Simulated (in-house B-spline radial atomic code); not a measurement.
**Nb4+: [He] 2s2 (2p1/2)2 (2p3/2)3 3s1 3p6 3d10 4s2 4p6 4d3 (with a hole in an inner shell)**

All numbers are computed (Dirac-Kohn-Sham PBE0, spherical fractional occupations; Fermi nucleus of rms radius 4.324 fm) with a radial B-spline atomic code at the basis-set limit, not measured.

Screening seen three ways: the hydrogenic charge with the same mean radius, Z_r = [3n² - l(l+1)]/(2<r>), the one with the same energy, Z_e = n√(-2ε), and Slater's rules. Values are occupation-weighted means over j. An effective charge above Z reflects the relativistic contraction of the inner shells.

| shell | electrons | ε (eV) | <r> (bohr) | Z_r | Z_e | Slater |
| --- | --- | --- | --- | --- | --- | --- |
| 1s | 2 | -19102 | 0.03607 | 41.59 | 37.47 | 40.70 |
| 2s | 2 | -2815.9 | 0.1565 | 38.35 | 28.77 | 37.20 |
| 2p | 5 | -2545.3 | 0.1359 | 36.79 | 27.35 | 37.20 |
| 3s | 1 | -540.44 | 0.4318 | 31.26 | 18.91 | 30.95 |
| 3p | 6 | -452.62 | 0.4303 | 29.05 | 17.30 | 30.95 |
| 3d | 10 | -300.63 | 0.408 | 25.74 | 14.10 | 21.85 |
| 4s | 2 | -119.2 | 1.076 | 22.30 | 11.84 | 15.10 |
| 4p | 6 | -91.616 | 1.167 | 19.71 | 10.38 | 15.10 |
| 4d | 3 | -48.863 | 1.451 | 14.47 | 7.58 | 6.30 |

The least bound orbital is 4d5/2 at -48.71 eV, and it is also the most diffuse (<r> = 1.455 bohr). The part-filled 2p shell lies below the filled 4p shell in orbital energy.

For the 1s electron the small component carries 2.23 % of the norm, the zero-frequency Breit interaction raises the level by 35.16 eV, self-energy by 19.52 eV, and vacuum polarisation lowers it by 2.217 eV.

Caution: exact exchange at fractional occupations of open shells leaves self-interaction of up to several eV.
